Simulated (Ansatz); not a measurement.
Job for Ansatz (a quantum-chemistry and plane-wave program): R-PBE0/def2-TZVPP on CH7GeN (SMILES [CH3][GeH2][NH2]), a point of a torsion scan.

Ansatz 0.2 input:
```yaml
crystal:
  periodic: [false, false, false]
  atoms:
    - {symbol: C, position_ang: [1.28330949, 0.49302966, -0.00302880]}
    - {symbol: Ge, position_ang: [-0.17117843, -0.82056626, -0.08101658]}
    - {symbol: N, position_ang: [-1.72695645, 0.09712943, 0.11183673]}
    - {symbol: H, position_ang: [2.25614192, 0.01026680, -0.00965688]}
    - {symbol: H, position_ang: [1.23864919, 1.17008227, -0.85281535]}
    - {symbol: H, position_ang: [1.20091696, 1.08434679, 0.90491547]}
    - {symbol: H, position_ang: [-0.15945812, -1.79153941, 1.06458439]}
    - {symbol: H, position_ang: [-0.09909432, -1.64170786, -1.35747798]}
    - {symbol: H, position_ang: [-2.58132308, -0.44106857, 0.09396262]}
    - {symbol: H, position_ang: [-1.84852368, 0.89788375, -0.49227601]}
basis:
  gaussian:
    orbitals: def2-TZVPP
hamiltonian:
  xc: {name: PBE0}
scf: {lower_state_search: off}
```

Predict the final total energy.

-2173.7443 hartree.
